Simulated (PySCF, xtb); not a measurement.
Sn(F)4 anion (F4Sn), SMILES [F][Sn]([F])([F])[F] (connectivity only; charge and spin as stated), charge -1, multiplicity 2.

Harmonic wavenumbers (cm⁻¹) from GFN2-xTB in xtb 6.7.1 at its own minimum, in rising order: 77, 78, 83, 83, 83, 245, 245, 245, 266.

What does PBE-D3(BJ)/def2-SVPD in PySCF 2.14.0 give at its own minimum? (Estimate from the structure and the level; the computed values follow.)

26, 26, 26, 99, 99, 436, 440, 440, 440. Paired by order, the mean absolute difference is 105 cm⁻¹ and the zero-point energies are 2.0 and 2.9 kcal/mol.
